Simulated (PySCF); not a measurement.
# What a mistake does to a calculation on B2GeH6N

Calculated results; nothing here was measured. They come from PySCF 2.14.0, an open-source quantum chemistry program, on an isolated molecule that a program drew, which may never have been made. The molecule is B2GeH6N (charge 0, doublet), drawn as the SMILES string `BN[BH][GeH2]`.

Each row is a Hartree-Fock (HF) and frozen-core CCSD(T) single point in the cc-pVDZ basis, meant for a local HF minimum. Run 1 is clean. Each other run has one planted mistake out of seven kinds, and not every kind appears here: one electron removed, one electron added, multiplicity raised by two, geometry at a saddle point, minimal basis STO-3G, one bond length entered in bohr, all coordinates scaled. The reference is restricted for singlets and unrestricted otherwise, and also for a bond in bohr. Adding or removing an electron swaps singlet and doublet. Electrons count all cores. HOMO and LUMO are orbital energies over both spins, the gradient is its largest component, and the lowest frequency (negative if imaginary) is given only where the gradient is small. Bond lengths are over the 9 bonds as drawn. T1 is the CCSD diagnostic: over 0.02 (restricted) or 0.045 (unrestricted) a single reference is doubtful. Germanium has the cc-pVDZ-PP basis, with a core potential (ECP10MDF) in place of its 10 inner electrons, and its 3s, 3p and 3d shells are frozen in CCSD(T).

Geometry of the clean run:
```xyz
10
B2GeH6N, angstrom
B     1.3631    0.8137    2.9172
N     0.8218    1.3281    1.7108
B    -0.1370    0.7513    0.8326
Ge   -1.0087   -1.1075    1.0497
H     2.1760    1.4619    3.5158
H     1.0090   -0.2551    3.3220
H     1.1692    2.2248    1.4265
H    -0.4280    1.3613   -0.1605
H    -2.2775   -1.3227    0.2162
H    -1.1764   -1.7657    2.4208
```

```
run,electrons,basis functions,<S^2>,HOMO (eV),LUMO (eV),gradient (hartree/bohr),lowest frequency (cm^-1),mean bond (Å),longest bond (Å),T1,HF (hartree),CCSD(T) (hartree),mistake
1,55,95,0.763,-8.06,0.97,3.8e-05,146,1.3966,2.064,0.0158,-400.72117,-401.20431,no fault
2,55,95,0.763,-8.11,0.92,3.2e-02,-,1.4539,2.149,0.0169,-400.70737,-401.19702,all coordinates scaled
3,54,95,0.000,-17.06,-6.52,4.7e-02,-,1.3966,2.064,0.0153,-400.45372,-400.92465,one electron removed
4,55,95,3.774,-5.38,-2.29,6.9e-02,-,1.3966,2.064,0.0265,-400.52935,-401.01249,?
5,55,95,0.763,-7.68,0.88,4.2e-05,-316,1.3913,2.037,0.0155,-400.72098,-401.20511,?
```

**Which mistake was planted in run 4, and what did it cost?**

Electrons, basis and geometry are unchanged, and <S^2> is 3.774, beside S(S+1) = 3.75 for a multiplicity of 4. So the mistake is: multiplicity raised by two. Subtracting run 1 and multiplying by 627.51 kcal/mol a hartree, the energy moved by 120.4 kcal/mol in HF and 120.4 kcal/mol in CCSD(T).

**Which mistake was planted in run 5, and what did it cost?**

The gradient is small, so the point is stationary, but the lowest frequency is imaginary (-316 cm^-1). So the mistake is: geometry at a saddle point. Subtracting run 1 and multiplying by 627.51 kcal/mol a hartree, the energy moved by 0.1 kcal/mol in HF and -0.5 kcal/mol in CCSD(T).

